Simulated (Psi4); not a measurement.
Interaction energy of C3H8 ··· F4Si (SMILES CCC and F[Si](F)(F)F). Monomers: optimised at B3LYP-D3(BJ) (def2-TZVP), held rigid. Orientation: lowest of the rigid-body minima from ten starts at GFN2-xTB. The monomers approach along the line of their centres of mass (distance R); nothing else relaxes.

Method: SAPT0/jun-cc-pVDZ, frozen core (Psi4).

Components in kJ/mol:

```tsv
R / Å	electrostatics	exchange	induction	dispersion	total
3.46	-28.51	73.77	-5.04	-17.74	22.47
3.70	-13.78	34.24	-2.43	-11.74	6.30
3.84	-9.10	21.77	-1.58	-9.30	1.79
4.06	-4.86	10.61	-0.82	-6.52	-1.59
4.27	-2.78	5.30	-0.45	-4.70	-2.63
4.45	-1.80	2.91	-0.27	-3.59	-2.75
4.77	-0.91	0.99	-0.12	-2.27	-2.31
5.08	-0.52	0.34	-0.06	-1.50	-1.74
5.53	-0.27	0.07	-0.02	-0.86	-1.08
6.23	-0.12	0.01	-0.01	-0.40	-0.52
7.28	-0.04	0.00	0.00	-0.15	-0.19
8.52	-0.02	0.00	0.00	-0.06	-0.07
```
